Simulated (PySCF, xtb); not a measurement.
ScF₂, SMILES [F][Sc][F] (connectivity only; charge and spin as stated), neutral, multiplicity 2.

Harmonic wavenumbers (cm⁻¹) from GFN2-xTB (xtb) at its own minimum, in rising order: 138, 402, 432.

Q: What does PBE0-D3(BJ)/def2-TZVP (PySCF) give at its own minimum? (Estimate from the structure and the level; the computed values follow.)

A: 146, 664, 718. Paired by order, the mean absolute difference is 186 cm⁻¹ and the zero-point energies are 1.4 and 2.2 kcal/mol.
